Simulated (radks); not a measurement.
Values are calculated unless marked as measured or tabulated.
Task: All-electron atom: the bismuth ion Bi2+ in [Hg] 6p1 (the NIST ground configuration). Code: a radial shooting solver on a logarithmic mesh with Libxc functionals. Model: scalar-relativistic Kohn-Sham, r2SCAN, spin-unpolarised, spherical densities, finite nucleus; meta-GGA in the generalised Kohn-Sham scheme; Fermi nuclear charge, rms radius 5.5211 fm. Some entries of the table are withheld. Estimate them.

orbital  occ.  eigenvalue (eV)  <r^2> (bohr^2)
1s          2              (1)       0.0003464
2s          2              (2)        0.005244
2p          6              (3)        0.004487
3s          2        -3972.490         0.03365
3p          6        -3295.373         0.03498
3d         10        -2612.839         0.02904
4s          2              (4)          0.1603
4p          6        -709.9134          0.1837
4d         10        -453.6410          0.2057
5s          2        -178.3551          0.7786
4f         14        -171.9969             (5)
5p          6        -115.8878           1.016
5d         10         -45.3597             (6)
6s          2         -31.0624           4.816
6p          1         -19.0735           7.586

Result: 
(1) 1s eigenvalue (eV): -90745.49
(2) 2s eigenvalue (eV): -16350.41
(3) 2p eigenvalue (eV): -13990.40
(4) 4s eigenvalue (eV): -932.7061
(5) 4f <r^2> (bohr^2): 0.2322
(6) 5d <r^2> (bohr^2): 1.731
